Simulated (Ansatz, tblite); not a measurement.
Removing an electron: BCl2(CN) (BCNCl2). Total charge 0; singlet. Geometry: r2SCAN-D4/def2-SVP. Ansatz, gas phase; energy differences of separate SCF runs; the oxidised species was run as a doublet alone.

```xyz
5

B    -0.425    0.272   -0.071
Cl   -0.371    1.997    0.148
Cl   -1.890   -0.548   -0.524
C     0.857   -0.549    0.142
N     1.829   -1.172    0.304
```

The xTB rows come from tblite.

**Question.** Estimate orbital energies and vertical ionisation energies at: GFN1-xTB; GFN2-xTB; PBE-D4/def2-TZVP; r2SCAN-D4/def2-TZVP; PBE0-D4/def2-TZVP.

**Answer.** 
```json
{"level": "GFN1-xTB", "−HOMO (eV)": "12.94", "vertical IE (eV)": "15.70", "−LUMO (eV)": "8.96", "HOMO–LUMO gap (eV)": "3.98"}
{"level": "GFN2-xTB", "−HOMO (eV)": "12.06", "vertical IE (eV)": "15.10", "−LUMO (eV)": "9.08", "HOMO–LUMO gap (eV)": "2.98"}
{"level": "PBE-D4/def2-TZVP", "−HOMO (eV)": "8.35", "vertical IE (eV)": "11.43", "−LUMO (eV)": "4.01", "HOMO–LUMO gap (eV)": "4.34"}
{"level": "r2SCAN-D4/def2-TZVP", "−HOMO (eV)": "8.70", "vertical IE (eV)": "11.66", "−LUMO (eV)": "3.85", "HOMO–LUMO gap (eV)": "4.86"}
{"level": "PBE0-D4/def2-TZVP", "−HOMO (eV)": "9.79", "vertical IE (eV)": "11.95", "−LUMO (eV)": "3.15", "HOMO–LUMO gap (eV)": "6.63"}
```

  Raw xTB energy differences between charge states are shifted by several eV; the methods need an empirical correction for them.
